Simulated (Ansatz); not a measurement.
Cost and result for the atomization energy of `C[SiH](C)CO` (15 atoms, 14 bonds).

Cartesian coordinates in Å:
```
C -0.3511 1.2641 1.1413
Si 0.4373 -0.1982 0.2706
C -0.4315 -1.7951 0.7202
C 0.3415 0.0759 -1.6012
O 0.8748 1.3285 -2.0209
H -0.3169 1.1316 2.2256
H -1.4001 1.3798 0.8536
H 0.1715 2.1978 0.9161
H 1.8716 -0.2762 0.6718
H 0.0206 -2.6481 0.2079
H -1.4889 -1.7588 0.4447
H -0.3716 -1.9836 1.7950
H 0.9308 -0.6907 -2.1129
H -0.6937 -0.0532 -1.9546
H 0.4057 2.0262 -1.5573
```

Total charge 0; spin multiplicity 1. The structure was optimised at the PBE0-D4/def2-TZVP level. It is one conformer, not always the lowest. Program: Ansatz. All runs use 4 threads of an Arm Neoverse V1 on a shared host. Times are those of one run each, without the atoms' runs, and a repeat can differ threefold. Electronic energies, without spin–orbit coupling; frozen cores. CCSD(T)/CBS adds CCSD(T) − MP2 in def2-TZVPP to the MP2 limit, and its time is that of the two runs behind it. T1 = 0.010. B3LYP takes the VWN-RPA correlation (the form of Gaussian; ORCA's B3LYP/G).

CCSD(T)/CBS is a level of theory with its own doubt, some kJ/mol a heavy atom from the limit and from the frozen cores, so smaller differences don't rank the functionals.

```json
{"level": "PBE-D4/def2-TZVPP (with forces)", "functions": "306", "wall time": "3.5 s"}
{"level": "PBE0-D4/def2-TZVPP", "functions": "306", "wall time": "4.1 s"}
{"level": "r2SCAN-D4/def2-TZVPP (with forces)", "functions": "306", "wall time": "6.5 s"}
{"level": "B3LYP-D4/def2-TZVPP (with forces)", "functions": "306", "wall time": "7 s"}
{"level": "B2PLYP/def2-TZVPP", "functions": "306", "wall time": "7.5 s"}
{"level": "ωB97X-V/def2-TZVPP", "functions": "306", "wall time": "11 s"}
{"level": "ωB97M-V/def2-TZVPP (with forces)", "functions": "306", "wall time": "16 s"}
{"level": "MP2/def2-QZVPP", "functions": "598", "wall time": "45 s"}
{"level": "CCSD(T)/def2-TZVPP", "functions": "306", "wall time": "18 min"}
{"level": "CCSD(T)/CBS(def2)", "functions": "–", "wall time": "19 min"}
```

Problem. What atomization energy does each give, and how far from CCSD(T)/CBS? (An estimate is asked.)

Solution. Ansatz gave: 
| level | atomization (kJ/mol) | difference from CCSD(T)/CBS | per bond |
| --- | --- | --- | --- |
| PBE-D4/def2-TZVPP (with forces) | 5620.2 | 60.9 | 4.3 |
| PBE0-D4/def2-TZVPP | 5554.9 | -4.4 | -0.3 |
| r2SCAN-D4/def2-TZVPP (with forces) | 5562.4 | 3.1 | 0.2 |
| B3LYP-D4/def2-TZVPP (with forces) | 5553.4 | -5.9 | -0.4 |
| B2PLYP/def2-TZVPP | 5493.2 | -66.1 | -4.7 |
| ωB97X-V/def2-TZVPP | 5566.9 | 7.6 | 0.5 |
| ωB97M-V/def2-TZVPP (with forces) | 5570.1 | 10.8 | 0.8 |
| MP2/def2-QZVPP | 5548.1 | -11.2 | -0.8 |
| CCSD(T)/def2-TZVPP | 5429.8 | -129.5 | -9.3 |
| CCSD(T)/CBS(def2) | 5559.3 | 0.0 | 0.0 |

In def2-TZVPP, CCSD(T) changes the Hartree–Fock value by +1286.5 kJ/mol (the triples alone add +63.7 kJ/mol) and MP2 by +1328.4 kJ/mol; breaking electron pairs costs correlation energy, which Hartree–Fock lacks. The D4 term adds +45.2 kJ/mol with B3LYP and +24.1 kJ/mol with PBE0; it sums over pairs of atoms, weighted by their polarisabilities, and B3LYP, whose exchange is more repulsive, gets the larger term. From PBE to PBE0 (25 % exact exchange), in def2-TZVPP and without D4, the atomization energy moves by −61.0 kJ/mol: exact exchange takes away binding that semilocal exchange gives to molecules.
